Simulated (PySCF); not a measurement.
**Structure revision by computed shifts**

A compound C7H9F gives the data below (simulated from a calculation) and was assigned the structure `C=C[C@@H]1C=C(C)[C@@H]1F`.

13C{1H} NMR (computed): δ 173.3 (C), 151.5 (C), 145.3 (CH), 129.7 (CH2), 126.0 (CH), 102.9 (CH2), 22.2 (CH3).

1H NMR (400 MHz, computed): δ 6.46 (m, 1H), 6.09 (m, 1H), 5.56 (m, 1H), 5.49 (m, 1H), 5.16 (m, 1H), 4.73 (m, 1H), 2.16 (s, 3H).

Computed data (PySCF 2.14): σ from GIAO-PBE0/pcSseg-1, structure optimised with GFN2-xTB. Relativity neglected, a single conformation, rapidly exchanging positions averaged, no solvent.

Scale: 1H (σ = 31.72 ppm), 13C (σ = 186.93 ppm) against TMS (reference shieldings calculated alike).

Question: Compare with the shifts computed for the proposed structure, pairing carbons in order of shift.

Answer: Atom-mapped SMILES (the numbers label the heavy atoms): `[CH2:1]=[CH:2][C@@H:3]1[CH:4]=[C:5]([CH3:6])[C@@H:7]1[F:8]`; H(Xn) means a hydrogen on atom n.

| atom | computed for proposal | given list | difference |
| --- | --- | --- | --- |
| C5 | 157.7 | 173.3 | -15.6 |
| C2 | 148.1 | 151.5 | -3.4 |
| C4 | 144.6 | 145.3 | -0.7 |
| C1 | 122.9 | 129.7 | -6.8 |
| C7 | 93.3 | 126.0 | -32.7 |
| C3 | 56.8 | 102.9 | -46.1 |
| C6 | 16.4 | 22.2 | -5.8 |

The rms difference is 22.5 ppm and the largest -46.1 ppm at C3 (allylic sp3 CH). The carbon types in order of shift don't match either: C, CH, CH, CH2, CH, CH, CH3 for the proposal against C, C, CH, CH2, CH, CH2, CH3 in the data. The proposal doesn't fit.

Question: Which isomer fits?

Answer: `C=C(C)/C=C\C(=C)F`.

Carbon types of the structure: 2 × C, 2 × CH, 2 × CH2, 1 × CH3, which accounts for all hydrogens. δC 173.3, 151.5: fully substituted alkene carbon. δC 145.3, 126.0: alkene CH; the olefinic region. δC 129.7, 102.9: terminal =CH2 carbon; an sp2 carbon of a C=C bond. δH 5.56, 5.49, 5.16, 4.73: hydrogen on a terminal =CH2 carbon; a vinylic proton, deshielded by the sp2 carbon and the C=C anisotropy.

The data come from this structure; uniqueness wasn't tested.

Splittings by 19F in the carbon and heteronuclear signals aren't shown, as no couplings were computed. Shifts are as computed. Against solution values, carbons near 30 ppm lie about +3 ppm off and those near 130 ppm about +5 ppm (rms about the fit 2.1 ppm; single classes can miss by 10 ppm). Of 1328 compounds with measured shifts, 309 miss one by over three times the rms of a fit or turn the order of signals round; such compounds aren't used in these exercises. Signals without a measured value on file couldn't be tested in this way; 1H shifts scatter by 0.2 ppm about their fit, and single ones miss by 0.5 ppm. Multiplicities follow the n + 1 count of equivalent neighbours, as no J values were calculated; m marks all less simple cases, F and P coupling included.
